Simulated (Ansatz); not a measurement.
**What each rung costs, and what it gives**

Saddle point of AlSiH8O4, doublet (AlSiH₄O₂ ([OH][Al][O][SiH3]) + H₂O + H₂O → AlH₂O₂ ([OH][Al][OH]) + SiH₄O ([OH][SiH3]) + H₂O (still joined by a long Al–O bond); bonds formed: O2–H7, H5–O8; dative contacts that become bonds: Al1–O6; bonds broken: H5–O6, H7–O8; bonds weakened to dative contacts: Al1–O2), PBE0-D4/def2-TZVP structure:

```tsv
atom	x (Å)	y (Å)	z (Å)
Al1	-1.4208	-0.1209	0.4823
O2	0.2308	-0.6315	-0.2005
Si3	0.5903	-0.9602	-1.7867
O4	-2.0808	1.0069	-0.6442
H5	0.6129	0.6889	1.8380
O6	-0.7106	0.8059	1.8815
H7	1.0889	-0.2148	0.5870
O8	1.6025	0.3517	1.4764
H9	-0.5798	-1.6205	-2.4140
H10	0.9334	0.2801	-2.5237
H11	1.7590	-1.8778	-1.8097
H12	-2.9487	0.8694	-1.0201
H13	-1.0687	1.6845	2.0267
H14	1.9916	-0.2616	2.1070
```

Barriers are electronic and count from the start structure reached by relaxing down the imaginary mode. Spin–orbit coupling is left out.

Ansatz 0.2.0; basis: as named in each row; cores frozen in the correlated methods; orbitals are unrestricted. B3LYP uses VWN-RPA correlation. Extrapolation: Hartree–Fock as exp(−7.88 √X), correlation as X^−2.97.

Times are rough, for one single point on 4 threads of a shared host (AMD EPYC 7R13), with one NVIDIA H100 (or a share of it) where marked.

The estimate by CCSD(T) at an estimated basis limit (MP2 extrapolated from triple and quadruple zeta, plus CCSD(T) − MP2 in triple zeta) is 10.31 kcal/mol.

| method | basis | time (s) | barrier (kcal/mol) | method less estimate |
| --- | --- | --- | --- | --- |
| HF | STO-3G | under 1 | -9.90 | -20.21 |
| PBE-D4 | STO-3G | 1 | -28.18 | -38.49 |
| SPW92 | def2-SVP | 1 | -1.50 | -11.81 |
| PBE-D4 | def2-TZVPP | 2 (H100) | 5.46 | -4.85 |
| SPW92 | def2-TZVPP | 2 (H100) | 0.62 | -9.69 |
| BLYP-D4 | def2-TZVPP | 2 (H100) | 7.09 | -3.23 |
| B3LYP-D4 | 6-31G | 2 | 0.35 | -9.96 |
| r2SCAN-D4 | def2-TZVPP | 2 (H100) | 6.56 | -3.75 |
| r2SCAN0-D4 | def2-TZVPP | 2 (H100) | 8.05 | -2.26 |
| PBE0-D4 | def2-TZVPP | 2 (H100) | 7.48 | -2.83 |
| PBE-D4 | def2-SVP | 3 | 3.47 | -6.85 |
| B97M-V | def2-TZVPP | 3 (H100) | 11.30 | 0.98 |
| B3LYP-D4 | def2-TZVPP | 3 (H100) | 8.49 | -1.83 |
| PBE0-D4 | def2-SVP | 3 | 5.77 | -4.54 |
| CAM-B3LYP-D4 | def2-TZVPP | 3 (H100) | 8.42 | -1.90 |
| wB97X-V | def2-TZVPP | 3 (H100) | 9.10 | -1.21 |
| B2PLYP | def2-TZVPP | 3 (H100) | 9.41 | -0.90 |
| BHLYP-D4 | def2-TZVPP | 4 (H100) | 11.02 | 0.71 |
| CCSD(T) | def2-SVP | 4 (H100) | 9.70 | -0.61 |
| wB97M-V | def2-TZVPP | 4 (H100) | 9.75 | -0.56 |
| RPA on PBE | def2-TZVPP | 4 (H100) | 9.61 | -0.70 |
| PBE-QIDH | def2-TZVPP | 6 (H100) | 8.92 | -1.39 |
| MP2 | def2-QZVPP | 6 (H100) | 9.03 | -1.28 |
| wB97M-V | def2-SVP | 10 | 7.73 | -2.58 |
| CCSD(T) | def2-TZVPP | 24 (H100) | 9.88 | -0.43 |

All methods are single points on the PBE0-D4 structures; a negative value means that the method puts the saddle structure below the start.

The T1 diagnostic stays at or below 0.014. ⟨S²⟩ of the unrestricted Hartree–Fock references: 0.75 (a pure state has 0.75).

Labels in which every atom is bracketed show which atoms are joined, not bond orders.
